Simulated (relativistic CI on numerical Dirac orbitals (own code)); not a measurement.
Tc⁵⁺ (4d2) in a crystal field

Calculated by Dirac-Coulomb-Breit CI, separate exchange-only KLI orbitals for each configuration, model QED (radiative potential, 1s self-energy scaled to tabulated hydrogen-like ionisation energies), valence Slater integrals scaled by 0.8, one configuration in a parametric crystal field (own radial code).

Field parameters in Wybourne normalisation: Td as Oh with Dq negative (B⁴₀ = 21Dq, B⁴₄ = √(5/14) B⁴₀). The field is a parameter set, without covalency.

S and J are read from ⟨S²⟩ = S(S + 1) and ⟨J²⟩ = J(J + 1) of each level; they are not fictitious spins.

Td, 10Dq = -3800 cm⁻¹, the lowest 10 levels:

```tsv
E (cm⁻¹)	Degeneracy	Irrep	S	J
0.0	3	T2	0.99	2.62
3234	2	E	0.97	2.27
4043	1	A2	1.00	3.00
4375	3	T2	0.99	3.22
4573	3	T1	1.00	3.15
7079	3	T2	1.00	3.39
7746	2	E	0.99	3.82
8519	3	T1	0.99	3.82
8941	1	A1	0.99	3.88
12419	2	E	0.18	2.41
```

Td, 10Dq = -6800 cm⁻¹, the lowest 10 levels:

```json
{"E (cm⁻¹)": "0.0", "Degeneracy": "3", "Irrep": "T2", "S": "1.00", "J": "2.88"}
{"E (cm⁻¹)": "6204", "Degeneracy": "2", "Irrep": "E", "S": "0.94", "J": "2.55"}
{"E (cm⁻¹)": "6714", "Degeneracy": "1", "Irrep": "A2", "S": "1.00", "J": "3.00"}
{"E (cm⁻¹)": "7006", "Degeneracy": "3", "Irrep": "T2", "S": "1.00", "J": "3.23"}
{"E (cm⁻¹)": "7353", "Degeneracy": "3", "Irrep": "T1", "S": "1.00", "J": "3.22"}
{"E (cm⁻¹)": "11352", "Degeneracy": "3", "Irrep": "T2", "S": "1.00", "J": "3.11"}
{"E (cm⁻¹)": "11517", "Degeneracy": "2", "Irrep": "E", "S": "0.89", "J": "3.51"}
{"E (cm⁻¹)": "12693", "Degeneracy": "3", "Irrep": "T1", "S": "0.99", "J": "3.57"}
{"E (cm⁻¹)": "12944", "Degeneracy": "1", "Irrep": "A1", "S": "0.97", "J": "3.55"}
{"E (cm⁻¹)": "13002", "Degeneracy": "2", "Irrep": "E", "S": "0.37", "J": "2.74"}
```

Td, 10Dq = -9850 cm⁻¹, the lowest 10 levels:

```tsv
E (cm⁻¹)	Degeneracy	Irrep	S	J
0.0	3	T2	1.00	3.00
8939	2	E	0.84	2.70
9620	1	A2	1.00	3.00
9887	3	T2	1.00	3.20
10310	3	T1	1.00	3.26
13000	2	E	0.41	2.95
15612	3	T2	1.00	2.94
16081	2	E	0.95	3.21
16470	1	A1	0.92	3.18
16642	3	T1	0.99	3.27
```

Td, 10Dq = -12850 cm⁻¹, the lowest 16 levels:

| E (cm⁻¹) | Degeneracy | Irrep | S | J |
| --- | --- | --- | --- | --- |
| 0.0 | 3 | T2 | 1.00 | 3.07 |
| 10813 | 2 | E | 0.53 | 2.75 |
| 12541 | 1 | A2 | 1.00 | 3.00 |
| 12797 | 3 | T2 | 1.00 | 3.19 |
| 13261 | 3 | T1 | 1.00 | 3.28 |
| 14281 | 2 | E | 0.72 | 3.01 |
| 19209 | 1 | A1 | 0.72 | 3.13 |
| 19495 | 3 | T2 | 1.00 | 2.79 |
| 19799 | 2 | E | 0.98 | 3.07 |
| 20205 | 3 | T1 | 0.99 | 2.99 |
| 22307 | 1 | A1 | 0.50 | 3.42 |
| 24568 | 3 | T2 | 0.14 | 2.60 |
| 28434 | 3 | T1 | 0.14 | 3.86 |
| 30562 | 1 | A1 | 1.00 | 2.61 |
| 30888 | 3 | T1 | 0.95 | 2.59 |
| 30979 | 2 | E | 1.00 | 2.35 |

Td, 10Dq = -15900 cm⁻¹, the lowest 16 levels:

| E (cm⁻¹) | Degeneracy | Irrep | S | J |
| --- | --- | --- | --- | --- |
| 0.0 | 3 | T2 | 1.00 | 3.11 |
| 11580 | 2 | E | 0.22 | 2.80 |
| 15540 | 1 | A2 | 1.00 | 3.00 |
| 15790 | 3 | T2 | 1.00 | 3.17 |
| 16280 | 3 | T1 | 1.00 | 3.30 |
| 16639 | 2 | E | 0.92 | 3.06 |
| 20781 | 1 | A1 | 0.34 | 3.39 |
| 23161 | 3 | T2 | 1.00 | 2.68 |
| 23393 | 2 | E | 0.99 | 2.92 |
| 23613 | 3 | T1 | 0.99 | 2.77 |
| 24509 | 1 | A1 | 0.84 | 2.86 |
| 27782 | 3 | T2 | 0.08 | 2.69 |
| 31497 | 3 | T1 | 0.06 | 3.94 |
| 36317 | 2 | E | 1.00 | 2.44 |
| 36331 | 1 | A1 | 1.00 | 2.85 |
| 36445 | 3 | T1 | 0.99 | 2.68 |

The free-ion ground term has S = 1. Every field shown keeps that spin.

Levels of this model without a field, named by their leading LS term (the scale mimics covalency, so terms lie below those of the real free ion): ³F2 0, ³F3 2051, ³F4 4322, ¹D2 11918, ³P0 12625, ³P1 13494, ³P2 15705, ¹G4 18110 cm⁻¹.
